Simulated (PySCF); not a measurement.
Species: C4H5FOSi.
Numbering: `[O:1]=[C:2]1[CH:3]=[C:4]([F:5])[SiH2:6][CH2:7]1`

Geometry (GFN2-xTB, Å), atoms numbered from 1 in this order:
```xyz
12
C4H5FOSi angstrom
O     -1.011   -2.339    0.355
C     -0.478   -1.262    0.240
C      0.977   -1.068    0.178
C      1.381    0.171   -0.109
F      2.680    0.484   -0.219
Si    -0.038    1.408   -0.352
C     -1.261    0.042    0.137
H      1.629   -1.914    0.334
H     -0.127    1.837   -1.746
H      0.058    2.527    0.584
H     -1.711    0.220    1.116
H     -2.098   -0.108   -0.544
```

Probes without a nucleus sit at each ring's centroid and 1 Å off its mean plane on both sides; NICS is minus the shielding there, NICSzz its component along the normal. Level: GIAO PBE0/pcSseg-1 (PySCF, non-relativistic, gas phase) on the GFN2-xTB geometry, one conformer.

Ring bond lengths (Å), with Mayer bond orders in brackets: C2–C3 1.470 (1.04), C3–C4 1.335 (1.69), C4–Si6 1.898 (0.86), Si6–C7 1.899 (0.91), C7–C2 1.524 (0.98).

Problem. What do the NICS probes read (ppm)?

Solution. 
```csv
ring,type,NICS(0),"NICS(1), two faces","NICS(1)zz, two faces",rms pucker (Å),"centre to ring atoms, mean (Å)"
C2–C3–C4–Si6–C7,"5-membered ring with Si; formal bonds 1 double, 4 single",-0.8,-2.9 / -3.2,-1.3 / -2.5,0.05,1.37
```

Problem. What can be read from them?

Solution. 
- C2–C3–C4–Si6–C7: mean NICS(1)zz -1.9 ppm, near zero. Si6, C7 have four or more neighbours, so the value isn't read as a sign of a π ring current.

Problem. What is the mean of the two in-plane components of NICS at the first NICS(1) probe listed for ring C2–C3–C4–Si6–C7, 1 Å off the ring?

Solution. The isotropic value is a third of the trace: (3 × -2.9 − (-1.3))/2 = -3.7 ppm.

Problem. How shielded are the nuclei of the rings and their hydrogens (means over atoms taken as equivalent)?

Solution. 
```tsv
atoms	environment	σ isotropic (ppm)
C2	ketone carbonyl carbon	-14.5
C3	alkene CH carbon	48.3
C4	vinylic C–F carbon	-20.0
Si6	SiH2 silicon	401.5
C7	sp3 carbon bound to silicon	164.1
H8	vinylic hydrogen	25.18
H9 (×2)	Si–H hydrogen	27.04
H11 (×2)	methylene hydrogen	29.70
```
